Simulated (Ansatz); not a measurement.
Ansatz (a first-principles code) input file for C3H7NOSi, SMILES C#CCN[SiH2]O, PBE-D3(BJ)/def2-SVP. 

Ansatz 0.2 input:
```yaml
crystal:
  periodic: [false, false, false]
  atoms:
    - {symbol: C, position_ang: [1.98130446, 1.82676266, -0.03107089]}
    - {symbol: C, position_ang: [1.74682896, 0.63864935, 0.02503884]}
    - {symbol: C, position_ang: [1.40198038, -0.78917860, 0.09568493]}
    - {symbol: N, position_ang: [0.09232856, -1.06620261, 0.64828482]}
    - {symbol: Si, position_ang: [-1.35230740, -0.64110915, -0.21933209]}
    - {symbol: O, position_ang: [-1.72515349, 0.98266126, -0.21383553]}
    - {symbol: H, position_ang: [2.20976817, 2.87596789, -0.07424210]}
    - {symbol: H, position_ang: [1.45681138, -1.20755799, -0.92494085]}
    - {symbol: H, position_ang: [2.18245232, -1.31729423, 0.66987800]}
    - {symbol: H, position_ang: [0.06602849, -0.95524771, 1.65787250]}
    - {symbol: H, position_ang: [-2.50744233, -1.30804496, 0.43162727]}
    - {symbol: H, position_ang: [-1.10919143, -1.13134389, -1.60974969]}
    - {symbol: H, position_ang: [-0.99187798, 1.56377666, -0.44502286]}
basis:
  gaussian:
    orbitals: def2-SVP
hamiltonian:
  xc: pbe
  dispersion: d3bj
relax: {f_tol: 0.002, max_steps: 200}
```

Output:

```
WARN ansatz: RAYON_NUM_THREADS=2 ignored (pool sized by the plan → 2); use --threads N
Functional definition: PBE
integrals: 0.07 GiB planned
1391 factors; their error is unknown
mean field: 0.39 GiB planned
mean field evaluation 1: about -14605.3834 eV, gradient 8.0e1 eV
mean field evaluation 2: about -14575.1580 eV, gradient 1.4e2 eV
mean field evaluation 4: about -14618.7057 eV, gradient 1.5e1 eV
mean field evaluation 8: about -14619.2658 eV, gradient 1.4e-1 eV
mean field evaluation 16: about -14619.1921 eV, gradient 2.1e-3 eV
mean field -14619.19206015 eV, -537.2453989661 hartree, gradient 7.4e-5 eV, S^2 0.000000; 0 other end points of the search recorded, 0 dependent functions left out
the calculation of the forces begins
reference -14619.19209836 eV, -537.2454003704 hartree; 27, 27 occupied and 96, 96 virtual orbitals, 1391 factors
relax step   1: F+E_penalty+E_count = -14619.49179556 eV  Δ(F+E_penalty+E_count) = +0.000e0 eV  max|allowed force component| = 1.022e0 eV/Å  Δτ_max = 0.0000 Å  (30 SCF iters, accepted)
these checks for a lower state are left out or cut short: starts, cluster_reference, orbital_swaps, neighbouring_geometries, increment
integrals: 0.07 GiB planned
1391 factors; their error is unknown
mean field: 0.39 GiB planned
mean field -14619.21891224 eV, -537.2463857622 hartree, gradient 8.9e-6 eV, S^2 0.000000; 0 other end points of the search recorded, 0 dependent functions left out
the calculation of the forces begins
reference -14619.21895065 eV, -537.2463871737 hartree; 27, 27 occupied and 96, 96 virtual orbitals, 1391 factors
relax step   2: F+E_penalty+E_count = -14619.51688935 eV  Δ(F+E_penalty+E_count) = -2.509e-2 eV  max|allowed force component| = 2.307e-1 eV/Å  Δτ_max = 0.0181 Å  (33 SCF iters, accepted)
these checks for a lower state are left out or cut short: starts, cluster_reference, orbital_swaps, neighbouring_geometries, increment
integrals: 0.07 GiB planned
1391 factors; their error is unknown
mean field: 0.39 GiB planned
mean field evaluation 32: about -14619.2230 eV, gradient 1.7e-3 eV
mean field -14619.22298677 eV, -537.2465354984 hartree, gradient 9.1e-6 eV, S^2 0.000000; 0 other end points of the search recorded, 0 dependent functions left out
the calculation of the forces begins
reference -14619.22302520 eV, -537.2465369107 hartree; 27, 27 occupied and 96, 96 virtual orbitals, 1391 factors
relax step   3: F+E_penalty+E_count = -14619.52058729 eV  Δ(F+E_penalty+E_count) = -3.698e-3 eV  max|allowed force component| = 9.092e-2 eV/Å  Δτ_max = 0.0107 Å  (33 SCF iters, accepted)
these checks for a lower state are left out or cut short: starts, cluster_reference, orbital_swaps, neighbouring_geometries, increment
integrals: 0.07 GiB planned
1391 factors; their error is unknown
mean field: 0.39 GiB planned
mean field -14619.22318607 eV, -537.2465428226 hartree, gradient 9.1e-6 eV, S^2 0.000000; 0 other end points of the search recorded, 0 dependent functions left out
the calculation of the forces begins
reference -14619.22322448 eV, -537.2465442343 hartree; 27, 27 occupied and 96, 96 virtual orbitals, 1391 factors
relax step   4: F+E_penalty+E_count = -14619.52082039 eV  Δ(F+E_penalty+E_count) = -2.331e-4 eV  max|allowed force component| = 8.506e-2 eV/Å  Δτ_max = 0.0105 Å  (33 SCF iters, accepted)
these checks for a lower state are left out or cut short: starts, cluster_reference, orbital_swaps, neighbouring_geometries, increment
integrals: 0.07 GiB planned
1391 factors; their error is unknown
mean field: 0.39 GiB planned
mean field -14619.22343068 eV, -537.2465518119 hartree, gradient 9.1e-6 eV, S^2 0.000000; 0 other end points of the search recorded, 0 dependent functions left out
the calculation of the forces begins
reference -14619.22346905 eV, -537.2465532220 hartree; 27, 27 occupied and 96, 96 virtual orbitals, 1391 factors
relax step   5: F+E_penalty+E_count = -14619.52158479 eV  Δ(F+E_penalty+E_count) = -7.644e-4 eV  max|allowed force component| = 4.539e-2 eV/Å  Δτ_max = 0.0193 Å  (33 SCF iters, accepted)
these checks for a lower state are left out or cut short: starts, cluster_reference, orbital_swaps, neighbouring_geometries, increment
integrals: 0.07 GiB planned
1391 factors; their error is unknown
mean field: 0.39 GiB planned
mean field -14619.22308227 eV, -537.2465390081 hartree, gradient 9.1e-6 eV, S^2 0.000000; 0 other end points of the search recorded, 0 dependent functions left out
the calculation of the forces begins
reference -14619.22312063 eV, -537.2465404177 hartree; 27, 27 occupied and 96, 96 virtual orbitals, 1391 factors
relax step   6: F+E_penalty+E_count = -14619.52177447 eV  Δ(F+E_penalty+E_count) = -1.897e-4 eV  max|allowed force component| = 1.951e-2 eV/Å  Δτ_max = 0.0159 Å  (33 SCF iters, accepted)
these checks for a lower state are left out or cut short: starts, cluster_reference, orbital_swaps, neighbouring_geometries, increment
integrals: 0.07 GiB planned
1391 factors; their error is unknown
mean field: 0.39 GiB planned
mean field -14619.22260626 eV, -537.2465215151 hartree, gradient 9.2e-6 eV, S^2 0.000000; 0 other end points of the search recorded, 0 dependent functions left out
the calculation of the forces begins
reference -14619.22264460 eV, -537.2465229240 hartree; 27, 27 occupied and 96, 96 virtual orbitals, 1391 factors
relax step   7: F+E_penalty+E_count = -14619.52186727 eV  Δ(F+E_penalty+E_count) = -9.280e-5 eV  max|allowed force component| = 1.570e-2 eV/Å  Δτ_max = 0.0176 Å  (33 SCF iters, accepted)
these checks for a lower state are left out or cut short: starts, cluster_reference, orbital_swaps, neighbouring_geometries, increment
integrals: 0.07 GiB planned
1391 factors; their error is unknown
mean field: 0.39 GiB planned
mean field evaluation 64: about -14619.2941 eV, gradient 6.0e-4 eV
mean field -14619.22232755 eV, -537.2465112728 hartree, gradient 9.2e-6 eV, S^2 0.000000; 0 other end points of the search recorded, 0 dependent functions left out
the calculation of the forces begins
reference -14619.22236589 eV, -537.2465126817 hartree; 27, 27 occupied and 96, 96 virtual orbitals, 1391 factors
relax step   8: F+E_penalty+E_count = -14619.52191240 eV  Δ(F+E_penalty+E_count) = -4.513e-5 eV  max|allowed force component| = 1.327e-2 eV/Å  Δτ_max = 0.0110 Å  (33 SCF iters, accepted)
these checks for a lower state are left out or cut short: starts, cluster_reference, orbital_swaps, neighbouring_geometries, increment
integrals: 0.07 GiB planned
1391 factors; their error is unknown
mean field: 0.39 GiB planned
mean field -14619.22219650 eV, -537.2465064566 hartree, gradient 9.2e-6 eV, S^2 0.000000; 0 other end points of the search recorded, 0 dependent functions left out
the calculation of the forces begins
reference -14619.22223484 eV, -537.2465078655 hartree; 27, 27 occupied and 96, 96 virtual orbitals, 1391 factors
relax step   9: F+E_penalty+E_count = -14619.52192833 eV  Δ(F+E_penalty+E_count) = -1.593e-5 eV  max|allowed force component| = 5.129e-3 eV/Å  Δτ_max = 0.0067 Å  (34 SCF iters, accepted)
these checks for a lower state are left out or cut short: starts, cluster_reference, orbital_swaps, neighbouring_geometries, increment
integrals: 0.07 GiB planned
1391 factors; their error is unknown
mean field: 0.39 GiB planned
mean field -14619.22221846 eV, -537.2465072637 hartree, gradient 7.0e-6 eV, S^2 0.000000; 0 other end points of the search recorded, 0 dependent functions left out
the calculation of the forces begins
reference -14619.22225680 eV, -537.2465086727 hartree; 27, 27 occupied and 96, 96 virtual orbitals, 1391 factors
relax step  10: F+E_penalty+E_count = -14619.52193179 eV  Δ(F+E_penalty+E_count) = -3.462e-6 eV  max|allowed force component| = 5.160e-3 eV/Å  Δτ_max = 0.0020 Å  (24 SCF iters, accepted)
these checks for a lower state are left out or cut short: starts, cluster_reference, orbital_swaps, neighbouring_geometries, increment
integrals: 0.07 GiB planned
1391 factors; their error is unknown
mean field: 0.39 GiB planned
mean field -14619.22223610 eV, -537.2465079118 hartree, gradient 6.0e-5 eV, S^2 0.000000; 0 other end points of the search recorded, 0 dependent functions left out
the calculation of the forces begins
reference -14619.22227444 eV, -537.2465093208 hartree; 27, 27 occupied and 96, 96 virtual orbitals, 1391 factors
relax step  11: F+E_penalty+E_count = -14619.52193457 eV  Δ(F+E_penalty+E_count) = -2.777e-6 eV  max|allowed force component| = 1.825e-3 eV/Å  Δτ_max = 0.0009 Å  (21 SCF iters, accepted)
integrals: 0.07 GiB planned
1391 factors; their error is unknown
mean field: 0.39 GiB planned
mean field evaluation 96: about -14619.2938 eV, gradient 1.4e-1 eV
mean field -14619.22223610 eV, -537.2465079118 hartree, gradient 6.0e-5 eV, S^2 0.000000; 1 other end points of the search recorded, 0 dependent functions left out
the calculation of the forces begins
reference -14619.22227444 eV, -537.2465093208 hartree; 27, 27 occupied and 96, 96 virtual orbitals, 1391 factors
Total energy: -14619.52197291 eV, -537.2575230364 hartree
Atom 0 at     1.946974     1.837913    -0.031709 Å, force    -0.001825    -0.000905    -0.000063 eV/Å
Atom 1 at     1.740655     0.632081     0.021461 Å, force     0.001253     0.001538     0.000521 eV/Å
Atom 2 at     1.411633    -0.803500     0.093843 Å, force     0.000201    -0.000810    -0.000940 eV/Å
Atom 3 at     0.094155    -1.099624     0.652788 Å, force    -0.001204     0.000242     0.000394 eV/Å
Atom 4 at    -1.353783    -0.633417    -0.221730 Å, force     0.001268    -0.000707    -0.000363 eV/Å
Atom 5 at    -1.705770     1.012466    -0.212097 Å, force    -0.001038     0.001183     0.000632 eV/Å
Atom 6 at     2.154577     2.898367    -0.070345 Å, force     0.000875    -0.000176    -0.000182 eV/Å
Atom 7 at     1.465879    -1.228377    -0.933979 Å, force     0.000304     0.000304     0.000266 eV/Å
Atom 8 at     2.204304    -1.330507     0.670341 Å, force    -0.000408     0.000241    -0.000201 eV/Å
Atom 9 at     0.067873    -0.953034     1.667645 Å, force     0.000033    -0.000217    -0.000190 eV/Å
Atom 10 at    -2.527836    -1.282366     0.437720 Å, force     0.000081     0.000236    -0.000049 eV/Å
Atom 11 at    -1.112167    -1.141831    -1.618319 Å, force     0.000139    -0.000394     0.000288 eV/Å
Atom 12 at    -0.934963     1.563669    -0.445427 Å, force     0.000321    -0.000535    -0.000112 eV/Å
Dipole moment:     0.397394     0.045861     0.096322 e Å
```

The run converged.
